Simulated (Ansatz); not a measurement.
CH7ClO3Si2 (`CO[Si@@H](O)[Si@H](O)Cl`). The species carries charge 0 and has multiplicity 1.

Cartesian coordinates in Å:
```
C 0.0784 -0.6610 2.2765
O -0.8415 -0.3105 1.2661
Si -0.5881 -0.4832 -0.3431
O -2.0348 -0.5698 -1.1055
Si 0.5279 1.3747 -1.2430
O 0.9108 1.2563 -2.8332
Cl 2.2564 1.4825 -0.0930
H -0.4711 -0.7785 3.2120
H 0.8334 0.1193 2.4061
H 0.5882 -1.6039 2.0475
H 0.2248 -1.7261 -0.5382
H -2.6635 -1.2312 -0.8097
H -0.1636 2.6749 -1.1050
H 1.3427 0.4566 -3.1377
```

(1) Give the diagnostics of a CCSD(T)/def2-TZVPP run (frozen core, Ansatz 0.2.0). (An estimate is asked.)

Answers

(1) The calculation gave: T1 = 0.0118, largest single amplitude 0.012, largest double 0.015, (T) share of the correlation energy 3.6 %, 9 CCSD cycles. The RHF solution is stable towards an unrestricted one. T1 lies under the customary mark of 0.02 for closed shells.
